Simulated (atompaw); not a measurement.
**Plane-wave convergence, PAW (atompaw) potential for Pt (Z = 78)**

platinum (Pt), PAW, made with atompaw 4.2.0.5 (LDA (PW92), scalar-relativistic). Core [Xe] 4f14, reference 5d9 6s0 6p1. Waves: 6s (bound, empty): rc 1.90 bohr; 6s channel at 2.2 Ry: rc 1.90 bohr; 6p (bound): rc 3.00 bohr; 6p channel at 0.35 Ry: rc 3.00 bohr; 5d (bound): rc 3.00 bohr; 5d channel at 2.1 Ry: rc 1.95 bohr. Local part: bessel scheme, radius 2.25 bohr. Core correction: smooth core density matched at 1.90 bohr. Augmentation charge: sinc compensation charge, radius 2.80 bohr; PAW radius 3.00 bohr; waves and projectors: custom rrkj gramschmidtortho.

The pseudo-atom Hamiltonian at the reference potential is diagonalised in spherical Bessel functions j_l(qr) that vanish at 20 bohr, with q² up to the cutoff. All-electron valence levels (Ry): 6s -0.5456, 6p -0.1487, 5d -0.6104.

Question: How do the lowest levels (Ry) of each channel move with the cutoff, and are there ghosts?

Answer:

```tsv
cutoff (Ry)	s #1	s #2	s #3	p #1	d #1	f #1	Σ f·Δε (mRy)
8	-0.5580	-0.0360	0.0740	-0.1486	-0.6003	0.0902	91.5
10	-0.5612	-0.0363	0.0737	-0.1487	-0.6090	0.0902	13.1
12	-0.5619	-0.0364	0.0736	-0.1487	-0.6102	0.0902	2.0
15	-0.5619	-0.0364	0.0736	-0.1487	-0.6102	0.0902	1.7
18	-0.5637	-0.0365	0.0735	-0.1487	-0.6104	0.0902	0.5
21	-0.5749	-0.0377	0.0724	-0.1487	-0.6104	0.0902	0.3
25	-1.3523	-0.5268	-0.0348	-0.1487	-0.6104	0.0902	0.3
400	-2.4598	-0.5456	-0.0355	-0.1487	-0.6104	0.0902	0.0
```

Result: ghost state, extra bound levels that the all-electron valence spectrum of the same l lacks: s at -33.5 eV (a true bound ghost makes a file unfit for plane-wave use); 10 mRy is reached at 12 Ry and 1 mRy at 18 Ry.

The cutoffs count occupied waves only; the empty 6s level needs 30 Ry at the loose tolerance.
